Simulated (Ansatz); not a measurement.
# Ansatz input wanted

The species is CH5BFN (9 atoms), meant as a singlet with charge 0. As SMILES, `CB(N)F`. Geometry: relaxed at PBE0-D4/def2-TZVP.

```xyz
9

C    -0.4284    0.9647   -0.5390
B     0.0982   -0.4823   -0.2514
N     0.5462   -0.9281    0.9938
F     0.1285   -1.3709   -1.2638
H     0.1766    1.4384   -1.3181
H    -0.4240    1.6163    0.3366
H    -1.4504    0.9243   -0.9280
H     0.8787   -1.8652    1.1437
H     0.5631   -0.3435    1.8090
```

Settings wanted:

| Setting | Value |
| --- | --- |
| basis set | cc-pVDZ |
| task | energy |
| method | DFT |
| functional | r2SCAN |
| reference | RKS |
| relativity | none |
| accuracy | high |

**Question.** Write the Ansatz 0.2.0 input and the command.

**Answer.** This one ran through:

run.yaml:
```yaml
crystal:
  periodic: [false, false, false]
  atoms:
    - symbol: C
      position_ang: [-0.428400, 0.964700, -0.539000]
    - symbol: B
      position_ang: [0.098200, -0.482300, -0.251400]
    - symbol: "N"
      position_ang: [0.546200, -0.928100, 0.993800]
    - symbol: F
      position_ang: [0.128500, -1.370900, -1.263800]
    - symbol: H
      position_ang: [0.176600, 1.438400, -1.318100]
    - symbol: H
      position_ang: [-0.424000, 1.616300, 0.336600]
    - symbol: H
      position_ang: [-1.450400, 0.924300, -0.928000]
    - symbol: H
      position_ang: [0.878700, -1.865200, 1.143700]
    - symbol: H
      position_ang: [0.563100, -0.343500, 1.809000]
basis:
  gaussian: {orbitals: cc-pVDZ}
hamiltonian: {xc: {name: r2SCAN}}
accuracy: high
output: {orbitals: {seedname: orbitals}}
```

```bash
$ ansatz run run.yaml --threads 1 --pin off --max-ram 3480MiB --events-out events.jsonl --progress --plain --runs-dir runs
```

Calculated total energy: -220.57244 Eh.
